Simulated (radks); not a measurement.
The numbers below are computed, except where a source is named.
Effect of the nuclear size on neutral manganese, [Ar] 3d5 4s2. Level of theory: Dirac Kohn-Sham, LDA (Slater exchange, Perdew-Wang correlation), spin-unpolarised, spherical densities, finite nucleus; open shells are shared between the two j in proportion to 2j + 1; Fermi nuclear charge, rms radius 3.7057 fm (a radial shooting solver on a logarithmic mesh with Libxc functionals). The rms radius is varied about that value; shifts are against it.

rms radius (fm)  total energy shift (eV)  density at nucleus (e/bohr^3)  1s1/2 shift (meV)  2s1/2 shift (meV)  3s1/2 shift (meV)
2.9794                           -0.0322                      1.321e+04              -13.7              -1.21             -0.167
3.3425                           -0.0169                      1.315e+04              -7.19             -0.635             -0.088
3.7057                                 0                      1.309e+04              0.000              0.000              0.000
4.0318                            0.0166                      1.305e+04               7.06              0.623              0.086
4.3542                            0.0344                      1.301e+04               14.6               1.29              0.179

Slopes of the eigenvalues against <r^2> in GHz/fm^2, as finite differences over the two radii next to the reference (eigenvalue slopes, not the field-shift constants of lines): 1s1/2 678, 2s1/2 59.8, 3s1/2 8.30.
